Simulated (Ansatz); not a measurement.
`C=C[CH2][AlH][Cl]` + `[SiH3]N[SiH3]` → `[SiH3][N]([SiH3])[AlH][Cl]` + `C=CC` at 400 K and 1 bar (ligand exchange at the Al–C bond).

Computed with Ansatz on PBE0-D4/def2-TZVP structures; ΔE is electronic, products minus reactants. CCSD(T)/CBS is the MP2 limit (def2-TZVPP, def2-QZVPP) plus CCSD(T) − MP2 in def2-TZVPP, frozen cores. This one scheme is used for every species. One conformer a species, not always the lowest.

| species | CCSD(T)/CBS energy (Eh) | H − E (kJ/mol) | S (J/(mol·K)) |
| --- | --- | --- | --- |
| `C=C[CH2][AlH][Cl]` | -819.61045 | 238.7 | 378.5 |
| `[SiH3]N[SiH3]` | -637.10515 | 203.4 | 366.7 |
| `[SiH3][N]([SiH3])[AlH][Cl]` | -1339.00991 | 214.7 | 447.2 |
| `C=CC` | -117.74610 | 229.7 | 285.2 |

H − E and S are ideal-gas, rigid-rotor, harmonic terms from PBE0-D4/def2-TZVP, for one conformer and one mirror image of each species. 1 Eh = 2625.50 kJ/mol, R = 8.31446 J/(mol·K).

Question: By hand: ΔE, ΔH, ΔS and ΔG.

Answer: ΔE = (-1339.00991) + (-117.74610) − (-819.61045) − (-637.10515) = -0.04041 Eh = -106.1 kJ/mol. Δ(H − E) = 214.7 + 229.7 − 238.7 − 203.4 = 2.3, so ΔH = -103.8 kJ/mol. ΔS = 447.2 + 285.2 − 378.5 − 366.7 = -12.8 J/(mol·K). ΔG = -103.8 − 400 × (-12.8)/1000 = -98.7 kJ/mol.

Question: By hand: the equilibrium constant, and the temperature at which ΔG would vanish if ΔH and ΔS stayed fixed.

Answer: log₁₀ K = −ΔG/(RT ln 10) = 12.9. ΔG = 0 at ΔH/ΔS = 8109 K, far beyond where these terms or the molecules hold.

The number of gas molecules stays the same, so ΔS is small and ΔH decides. A doubt of 5 kJ/mol in ΔE shifts log₁₀ K by 0.7 here. Other conformers and mirror images would add mixing entropy, several J/(mol·K) or more a flexible species. Modes under 60 cm⁻¹, often nearly free rotors, make the harmonic entropy too high. These are equilibria of isolated gas molecules and say nothing of rates. Largest T1 diagnostic: 0.011 (customary marks: 0.02 for closed shells, 0.045 for open ones).
